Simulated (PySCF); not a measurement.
## A survey of 17O NMR shifts

Level of theory: coordinates at the GFN2-xTB level, shieldings: GIAO PBE0/pcSseg-1, in PySCF 2.14 (in vacuum, equivalent nuclei averaged, non-relativistic, single conformer).

Shieldings were converted by a linear fit to measured shifts: 17O (scatter 10.7 ppm rms, 12.2 ppm with the 3 outliers that the fit left out vs liquid water, solution or neat liquid). Occasional misses reach two or three times the rms, and more in compound classes unlike the fitted ones.

Q: Give the 17O shifts of `[SiH3]OC1=CC=C[SiH2]O1`, `C=C[Si@H]1O[SiH2]OC1=O`.

A: 
| compound | environment | δ (ppm) |
| --- | --- | --- |
| [SiH3:1][O:2][C:3]1=[CH:4][CH:5]=[CH:6][SiH2:7][O:8]1 | O8: oxygen bonded to C, Si, in a 6-membered ring | 80.0 |
| [SiH3:1][O:2][C:3]1=[CH:4][CH:5]=[CH:6][SiH2:7][O:8]1 | O2: oxygen bonded to C, Si | 78.6 |
| [CH2:1]=[CH:2][Si@H:3]1[O:4][SiH2:5][O:6][C:7]1=[O:8] | O8: carbonyl oxygen | 452.6 |
| [CH2:1]=[CH:2][Si@H:3]1[O:4][SiH2:5][O:6][C:7]1=[O:8] | O6: oxygen bonded to C, Si, in a 5-membered ring | 194.7 |
| [CH2:1]=[CH:2][Si@H:3]1[O:4][SiH2:5][O:6][C:7]1=[O:8] | O4: oxygen bonded to 2 Si, in a 5-membered ring | 11.4 |

Q: Order these by 17O shift, lowest first.
A. C=C[Si@@H](N)[SiH2]O
B. O=C(Cl)c1ccc(F)cc1
C. CC#CC(C)(C)C(C)=O

A: A (-44.0 ppm, oxygen bonded to Si, H), B (470.3 ppm, carbonyl oxygen), C (550.8 ppm, ketone oxygen).
